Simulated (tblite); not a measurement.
Compound: C8H14OSi.
Atom-mapped SMILES: `[CH3:1][C:2](=[O:3])[C:4]#[C:5][CH2:6][CH2:7][SiH:8]([CH3:9])[CH3:10]` (hydrogens: H11, H12, H13 on C1; H14, H15 on C6; H16, H17 on C7; H18 on Si8; H19, H20, H21 on C9; H22, H23, H24 on C10)

Computed geometry: GFN2-xTB, gas phase.

(1) Give the optimised bond lengths and angles.

## Answers

(1) 
| bond | length (pm) | order |
| --- | --- | --- |
| C1–C2 | 151.1 | single |
| C2=O3 | 120.8 | double |
| C2–C4 | 143.5 | single |
| C4≡C5 | 120.5 | triple |
| C5–C6 | 144.4 | single |
| C6–C7 | 153.3 | single |
| C7–Si8 | 191.2 | single |
| Si8–C9, Si8–C10 | 190.1 | single |
| C1–H11, C1–H12, C1–H13 | 108.8 | single |
| C6–H14, C6–H15 | 109.3 | single |
| C7–H16, C7–H17 | 109.2 | single |
| Si8–H18 | 147.6 | single |
| C9–H19 and 5 like bonds | 108.6 | single |

Bonds in one row agree within 1 pm and their mean is given. Orders are formal, as drawn. A selection of angles:
| angle | degrees |
| --- | --- |
| C2–C1–H11 | 110.0 |
| H11–C1–H12 | 109.8 |
| H12–C1–H13 | 108.0 |
| C1–C2–O3 | 123.8 |
| C1–C2–C4 | 113.3 |
| O3–C2–C4 | 123.0 |
| C2–C4–C5 | 177.8 |
| C4–C5–C6 | 177.2 |
| C5–C6–C7 | 110.4 |
| C5–C6–H14 | 108.7 |
| C7–C6–H14 | 109.9 |
| H14–C6–H15 | 108.2 |
| C6–C7–Si8 | 112.5 |
| C6–C7–H16 | 108.6 |
| Si8–C7–H16 | 110.5 |
| Si8–C7–H17 | 110.1 |
| H16–C7–H17 | 106.3 |
| C7–Si8–C9 | 109.7 |
| C7–Si8–H18 | 108.5 |
| C9–Si8–C10 | 110.1 |
| C9–Si8–H18 | 109.5 |
| Si8–C9–H19 | 111.5 |
| H19–C9–H20 | 107.5 |

Torsions: C5–C6–C7–Si8 180° (antiperiplanar); C6–C7–Si8–C9 -64° (synclinal). The mirror-image conformer, all signs reversed, is as good.

Si8 (SiH silicon) is tetrahedral (angles from 108.5° to 110.1°). The C–C distances run from 1.205 Å (C4≡C5, drawn triple) to 1.533 Å (C6–C7, drawn single), a spread of 0.328 Å.

Point group: C1 (no symmetry element, even within 0.4 Å). Its lowest GFN2-xTB frequency is 5i cm⁻¹, too small to tell a flat minimum from a shallow saddle. One conformer, not necessarily the lowest. 3 starts were optimised and ended at 0.00, 0.02 and 0.88 kcal/mol (GFN2-xTB); the lowest of these is shown.
